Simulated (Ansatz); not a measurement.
A trace of molecular dynamics of a periodic cell of 13 atoms, Zr12C (host Zr, host structure hcp, interstitial C).

These are results of Ansatz 0.2.0, DFT PBE-D3(BJ), scalar-relativistic, plane waves, PAW, not measurements. Settings: accuracy low, cutoff 420 eV, k mesh 3x2x3, fermi-dirac smearing 0.1 eV, no spin polarisation.

```yaml
ensemble: NVE (velocity Verlet)
starting_velocities_drawn_for: 1800 K
seed: 325222
```

| time (fs) | T (K) | potential energy less start (eV) | conserved less start (meV/atom) |
| --- | --- | --- | --- |
| 0.0 | 1800 | 0.000 | 0.00 |
| 18.0 | 1223 | 1.024 | 9.96 |
| 36.0 | 796 | 1.654 | 7.44 |
| 54.0 | 435 | 2.227 | 8.47 |
| 72.0 | 620 | 1.931 | 7.67 |
| 90.0 | 979 | 1.348 | 5.74 |
| 108.0 | 965 | 1.399 | 8.03 |
| 126.0 | 865 | 1.528 | 6.06 |
| 144.0 | 447 | 2.237 | 10.63 |
| 162.0 | 806 | 1.574 | 2.56 |
| 180.0 | 822 | 1.633 | 8.89 |
| 198.0 | 1173 | 1.038 | 5.05 |
| 216.0 | 1056 | 1.253 | 7.61 |
| 234.0 | 1104 | 1.149 | 5.32 |
| 252.0 | 787 | 1.708 | 10.54 |
| 270.0 | 873 | 1.519 | 6.25 |
| 288.0 | 893 | 1.474 | 5.18 |
| 306.0 | 765 | 1.764 | 12.25 |
| 324.0 | 998 | 1.301 | 4.38 |
| 342.0 | 832 | 1.593 | 7.07 |
| 360.0 | 733 | 1.770 | 8.86 |
| 378.0 | 966 | 1.358 | 4.89 |
| 396.0 | 895 | 1.536 | 10.17 |
| 414.0 | 1135 | 1.067 | 2.73 |
| 432.0 | 825 | 1.621 | 8.43 |
| 450.0 | 734 | 1.734 | 6.26 |

Can this run be trusted? Judge the integration.

The conserved energy wandered by up to 12.3 meV per atom (net 6.3 meV per atom), which is poor conservation. The temperature averaged 0.50 of the 1800 K drawn at the start: a run that starts near a minimum puts about half its kinetic energy into the potential. A run of 0.45 ps of so small a system gives no equilibrium averages. Limits of this set-up: coarse k mesh, low accuracy level. The time step was 9 fs.

The run took 22 min on 2 threads of Arm Neoverse N1 (shared host), peak memory 0.96 GiB.
